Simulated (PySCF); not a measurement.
# Reading the logs of faulty runs: H5NSi3

All numbers below are calculated, not measured. The program is PySCF 2.14.0, an open-source quantum chemistry code, run on an isolated molecule that a program drew, which may never have been made. The molecule is H5NSi3 (charge 0, singlet), drawn as the SMILES string `N=[SiH][SiH2][SiH]`.

Each row is a Hartree-Fock (HF) and frozen-core CCSD(T) single point in the cc-pV(D+d)Z basis, meant for a local HF minimum. Run 1 is clean. Each other run has one planted mistake out of seven kinds, and not every kind appears here: one electron removed, one electron added, multiplicity raised by two, geometry at a saddle point, minimal basis STO-3G, one bond length entered in bohr, all coordinates scaled. The reference is restricted for singlets and unrestricted otherwise, and also for a bond in bohr. Adding or removing an electron swaps singlet and doublet. Electrons count all cores. HOMO and LUMO are orbital energies over both spins, the gradient is its largest component, and the lowest frequency (negative if imaginary) is given only where the gradient is small. Bond lengths are over the 8 bonds as drawn. T1 is the CCSD diagnostic: over 0.02 (restricted) or 0.045 (unrestricted) a single reference is doubtful.

Geometry of the clean run:
```xyz
9
H5NSi3, angstrom
N     1.6046   -2.3125   -1.8547
Si    1.6512   -0.7812   -1.4637
Si    0.4054    0.2994    0.2463
Si    0.4767   -1.1749    2.1549
H     0.9747   -2.9575   -1.4110
H     2.6153    0.0663   -2.1922
H     1.0210    1.6282    0.4899
H    -0.9756    0.5112   -0.2606
H    -0.4259   -2.1670    1.4516
```

| run | electrons | basis functions | <S^2> | HOMO (eV) | LUMO (eV) | gradient (hartree/bohr) | lowest frequency (cm^-1) | mean bond (Å) | longest bond (Å) | T1 | HF (hartree) | CCSD(T) (hartree) | mistake |
|---|---|---|---|---|---|---|---|---|---|---|---|---|---|
| 1 | 54 | 108 | 0.000 | -8.91 | -0.36 | 1.8e-06 | 40 | 1.6670 | 2.413 | 0.0208 | -924.06330 | -924.58855 | no fault |
| 2 | 54 | 37 | 0.000 | -5.65 | 5.16 | 3.8e-02 | - | 1.6670 | 2.413 | 0.0169 | -913.30282 | -913.54500 | minimal basis STO-3G |
| 3 | 54 | 108 | 0.000 | -8.88 | -0.52 | 5.7e-02 | - | 1.8053 | 2.613 | 0.0235 | -924.01495 | -924.55699 | all coordinates scaled |
| 4 | 55 | 108 | 0.792 | -2.10 | 5.76 | 1.7e-02 | - | 1.6670 | 2.413 | 0.0230 | -924.10746 | -924.63990 | one electron added |
| 5 | 54 | 108 | 2.120 | -8.41 | -0.48 | 3.1e-02 | - | 1.6670 | 2.413 | 0.0355 | -924.04837 | -924.55229 | ? |

**Which mistake was planted in run 5, and what did it cost?**

Electrons, basis and geometry are unchanged, and <S^2> is 2.120, beside S(S+1) = 2.00 for a multiplicity of 3. So the mistake is: multiplicity raised by two. Subtracting run 1 and multiplying by 627.51 kcal/mol a hartree, the energy moved by 9.4 kcal/mol in HF and 22.8 kcal/mol in CCSD(T).

Cautions from the logs. Run 1: T1 is over the limit, so its CCSD(T) energy is less reliable; run 3: T1 is over the limit, so its CCSD(T) energy is less reliable.
